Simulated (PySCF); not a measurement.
# Field gradients at the hydrogen positions

Species: C5H5F3Si.
Structure used (GFN2-xTB), in Å, numbered top down from 1:
```
atom  x, y, z in Å
C1    -2.899   -0.499   -0.249
C2    -1.928    0.084    0.425
C3    -0.963    1.065   -0.182
C4     0.387    0.559   -0.097
C5     1.501    0.104   -0.008
Si6    3.191   -0.564    0.105
F7     4.313    0.556    0.149
F8     3.589   -1.496   -1.113
F9     3.440   -1.445    1.399
H10   -3.066   -0.303   -1.295
H11   -3.574   -1.195    0.218
H12   -1.769   -0.129    1.473
H13   -1.011    2.016    0.359
H14   -1.212    1.245   -1.231
```

Level: PBE0/pcSseg-1 (PySCF, non-relativistic); Q(2H) = 0.00286 b; rigid geometry, the same for H and D, with no vibrational averaging.

Question: Rank these positions by the coupling χzz of a deuteron there, largest first.
A. H12 (vinylic hydrogen)
B. H14 (methylene hydrogen)
C. H10 (vinylic hydrogen)

Answer: C (224 kHz), A (217 kHz), B (200 kHz).

Q: Give the electric field gradient Vzz (the principal value of largest size), its asymmetry and the 2H coupling at each hydrogen.

A: 
| atom | bonded to | bond length (Å) | Vzz (au) | η | χzz (kHz) |
| --- | --- | --- | --- | --- | --- |
| H10 | C1 | 1.078 | 0.3340 | 0.06 | 224 |
| H11 | C1 | 1.076 | 0.3377 | 0.05 | 227 |
| H12 | C2 | 1.081 | 0.3230 | 0.07 | 217 |
| H13 | C3 | 1.095 | 0.2944 | 0.02 | 198 |
| H14 | C3 | 1.093 | 0.2976 | 0.03 | 200 |

Q: How does χzz go with the bond length over the 5 C–H bonds?

A: A straight-line fit has a slope of -15.2 kHz for each 0.01 Å, with a correlation coefficient of -1.00, over lengths from 1.076 to 1.095 Å. The longer bonds have the smaller couplings here.

One conformer (not necessarily the lowest) at the GFN2-xTB geometry, without solvent, vibrations or thermal averaging. GFN2-xTB bond lengths can be off by several hundredths of an ångström, more for odd bonds, and the gradients follow them. The small basis limits the accuracy of the gradients.
